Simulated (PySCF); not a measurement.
CAuO, charge +1, multiplicity 1. Atoms are numbered in the order given.

```xyz
3

Au     0.0000     0.0000     0.3861
O      0.0000     0.0000    -2.6589
C      0.0000     0.0000    -1.5383
```
Charge +1, spin multiplicity 1.

Geometry: TPSSh-D3(BJ)/def2-TZVP. The multiplicity is an assumed one; other spin states were not compared. The isomer is the one that the SMILES or the coordinates give; other isomers of the formula were not compared. The def2 effective core potentials stand for the cores of Au; spin–orbit coupling is left out.

All values below come from PySCF with CAM-B3LYP/def2-TZVPD.

The molecule is in vacuum.

| Quantity | Result |
|---|---|
| total energy | -248.71525 hartree |
| point group | C∞v |
| highest occupied level | -16.99 eV |
| lowest empty level | -8.52 eV |
| orbital gap | 8.47 eV |
| dipole moment about the centre of nuclear charge | 0.21 D |
| mean static polarisability | 29.4 bohr³ (4.35 Å³) |
| polarisability, principal values | 24.1, 24.1, 39.9 bohr³ |
